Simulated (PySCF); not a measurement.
Atoms are numbered as in `[SiH3:1][S:2][C@H:3]1[CH2:4][CH2:5][CH2:6][CH2:7][S:8]1`. Hydrogens are named by the atom that carries them. Ha(C4), Ha(C5), Ha(C6), Ha(C7) are cis to S2 on the ring; Hb(C4), Hb(C5), Hb(C6), Hb(C7) are trans to S2 on the ring.

Geometry: PBE0-D3(BJ)/def2-SVP; GIAO absolute shieldings from PySCF 2.14.0 with density-fitted response routines, gas phase, non-relativistic, averaged over equivalent atoms.

At PBE0/pcSseg-1 (217 basis functions, 87 s wall time on 1 thread of an Arm Neoverse N1, shared host):
```csv
atoms,σ (ppm)
Si1,406.6
S8,437.8
S2,646.9
C3,129.7
C4,148.7
C7,154.9
C6,155.4
C5,164.4
H(Si1),26.79
H(C3),27.34
Ha(C7),27.94
Ha(C5),29.15
Hb(C7),29.19
Hb(C4),29.43
Ha(C6),29.49
Ha(C4),29.49
Hb(C6),29.79
Hb(C5),30.00
```

**Question.** Predict the values at KT2/pcSseg-1 on the same geometry.

**Answer.** 
| atoms | σ at KT2/pcSseg-1 | change |
| --- | --- | --- |
| Si1 | 419.4 | +12.8 |
| S8 | 422.6 | -15.2 |
| S2 | 641.2 | -5.7 |
| C3 | 123.9 | -5.8 |
| C4 | 144.6 | -4.1 |
| C7 | 151.5 | -3.4 |
| C6 | 151.8 | -3.6 |
| C5 | 161.4 | -3.0 |
| H(Si1) | 26.63 | -0.16 |
| H(C3) | 26.86 | -0.48 |
| Ha(C7) | 27.51 | -0.43 |
| Ha(C5) | 28.76 | -0.39 |
| Hb(C7) | 28.99 | -0.20 |
| Hb(C4) | 29.14 | -0.29 |
| Ha(C6) | 29.24 | -0.25 |
| Ha(C4) | 29.16 | -0.33 |
| Hb(C6) | 29.58 | -0.21 |
| Hb(C5) | 29.84 | -0.16 |

The largest change is at S8 (sulfide sulfur). Cost: 217 basis functions, 100 s wall time on 1 thread of an Arm Neoverse N1, shared host. The order of the carbon signals is the same at both levels.
